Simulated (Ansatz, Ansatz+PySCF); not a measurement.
```xyz
3

C    -0.0524   -0.1125   -0.1162
H    -0.2860   -0.0403    0.9582
H     0.4919    0.8235   -0.3206
```

Basis set: def2-SVP (spherical functions). Left uncorrelated: 1 orbital. Charge 0, multiplicity 3.

Computed with Ansatz (development build ahead of 0.2.0); each method stands on the lowest determinant of its kind that the runs found.

The atomization energy at this shape (free ground-state atoms in the same class of orbitals less the molecule, no zero-point energy) of triplet CH2:

| method | atomization energy |
| --- | --- |
| UHF | 618.2 kJ/mol |

Question: What does UHF-MP2 give?

Answer: 731.4 kJ/mol. Caution: the shape is not the minimum.
